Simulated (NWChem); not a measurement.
# BHSF2; SMILES FB(F)S

```xyz
5

B      0.0093    -0.4739     0.0000
F      1.1384    -1.1626     0.0000
F     -1.1406    -1.1309     0.0000
S      0.0876     1.3399     0.0000
H     -1.2473     1.5335     0.0000
```
Atoms are numbered in this order, from 1.

All runs: NWChem. Pople sets run with spherical d functions. STO-3G and 3-21G are far too small for this property and stand as cheap habits. Structure relaxed at the B3LYP/6-31G* (spherical d) level. Field at 589 nm.

```
level              isotropic polarisability (bohr³)  anisotropy (bohr³)
-----------------  --------------------------------  ------------------
B3LYP/STO-3G                                   13.6                15.8
B3LYP/6-31G*                                      ?                15.8
B3LYP/def2-SVP                                 26.1                14.5
B3LYP/def2-SVPD                                37.2                11.2
B3LYP/aug-cc-pVDZ                              36.8                11.9
```

Question: Fill in the missing entries.

Answer: 
- B3LYP/6-31G*, isotropic polarisability (bohr³): 27.0
